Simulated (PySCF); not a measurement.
Members of one family of related compounds. Computed, not measured: PySCF, TDDFT PBE0/def2-SVPD, vertical, gas phase, core orbitals frozen in the response. Geometries: GFN2-xTB; one conformer of each isolated species. Triplets are in the Tamm–Dancoff approximation. 'Strongest' means the level of largest summed f among the lowest 8 singlets; it needn't be the same kind of state in each.

Question: Rank by computed lowest triplet energy, lowest first.
A. `C[Si](C)(C)P[SiH3]`
B. `CP(C)P[SiH3]`
C. `[SiH3]Pc1ccccc1`
D. `CSCP[SiH3]`

Answer: C (3.88 eV), B (4.08 eV), D (4.61 eV), A (5.33 eV).

| SMILES | T1 (eV) | HOMO (eV) | first f ≥ 0.01 (nm) | gap (eV) | f (strongest) | S1 mainly |
| --- | --- | --- | --- | --- | --- | --- |
| [SiH3]Pc1ccccc1 | 3.88 | -6.60 | 239 | 5.98 | 0.24 | H→L+1 (82%) |
| CP(C)P[SiH3] | 4.08 | -6.21 | 250 | 6.08 | 0.07 | H→L (93%) |
| CSCP[SiH3] | 4.61 | -6.40 | 211 | 6.35 | 0.05 | H→L (83%) |
| C[Si](C)(C)P[SiH3] | 5.33 | -6.94 | 202 | 7.19 | 0.13 | H→L (77%) |

H and L stand for HOMO and LUMO.
